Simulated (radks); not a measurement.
Neutral rubidium, [Kr] 5s1. Calculated with a radial shooting solver on a logarithmic mesh with Libxc functionals: non-relativistic Kohn-Sham, PBE, spin-polarised, spherical densities, point nucleus. Every spin shell is full or empty, so the densities are truly spherical. Functionals are evaluated on that one density, not self-consistently. Rank these exchange functionals by their error against the exact value of the orbitals, and give that value: LDA, PBE, PBEsol, OPTX, WC, AM05, SOGGA, B86b, G96, MS2, TASK.

Answer. Exact: -97.8067 hartree. From best to worst, with 100 (|E| - |E exact|)/|E exact| (equal figures are ties): B86b +0.06, G96 +0.33, PBE -0.41, MS2 -0.44, OPTX +0.90, WC -0.96, TASK -2.42, PBEsol -2.50, SOGGA -2.52, AM05 -5.04, LDA -5.47.
